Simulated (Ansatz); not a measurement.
Relaxation of BCl₂H₅OSi (10 atoms, charge 0, multiplicity 1), to a largest force component of 0.03 eV/Å in at most 50 steps.

The calculation used Ansatz, RKS B3LYP-D4/cc-pVDZ.

```xyz
10
Properties=species:S:1:pos:R:3
B 0.168 0.504 -0.432
O -0.074 -0.282 2.039
H -1.015 -0.095 2.189
Cl 1.550 -0.498 -0.903
Cl -1.447 0.007 -0.977
Si 0.440 2.240 0.468
H 1.553 2.136 1.469
H 0.808 3.314 -0.512
H -0.795 2.682 1.195
H 0.386 0.478 2.468
```

Question: Where does it end, and by what steps?

Answer: The run converged. After 14 steps the energy has fallen by 0.201 eV; H10 moved furthest, 0.82 Å. Joined: B1–O2 (2.60 → 1.74 Å).

| step | energy less start (eV) | largest force component (eV/Å) | accepted |
| --- | --- | --- | --- |
| 0 | 0.0000 | 0.712 | yes |
| 1 | -0.0067 | 1.381 | yes |
| 2 | -0.0204 | 1.272 | yes |
| 3 | -0.0553 | 0.963 | yes |
| 4 | -0.0788 | 0.198 | yes |
| 5 | -0.0894 | 0.156 | yes |
| 6 | -0.0993 | 0.215 | yes |
| 7 | -0.1067 | 0.474 | yes |
| 8 | -0.1253 | 0.452 | yes |
| 9 | -0.1692 | 0.806 | yes |
| 10 | -0.1861 | 0.226 | yes |
| 11 | -0.1772 | 0.274 | no |
| 12 | -0.1867 | 0.339 | yes |
| 13 | -0.2004 | 0.040 | yes |
| 14 | -0.2008 | 0.017 | yes |

```xyz
10
Properties=species:S:1:pos:R:3
B 0.109 0.416 0.072
O -0.215 -0.370 1.596
H -0.966 0.066 2.038
Cl 1.590 -0.506 -0.481
Cl -1.435 0.062 -0.841
Si 0.424 2.382 0.507
H 1.586 2.546 1.449
H 0.696 3.188 -0.723
H -0.772 2.972 1.205
H 0.558 -0.272 2.181
```

Whether the end is a true minimum wasn't checked by a vibrational analysis.

Time of the run: 40 s on 2 threads of Intel(R) Xeon(R) 6975P-C (Granite Rapids) (shared host), peak memory 0.28 GiB.
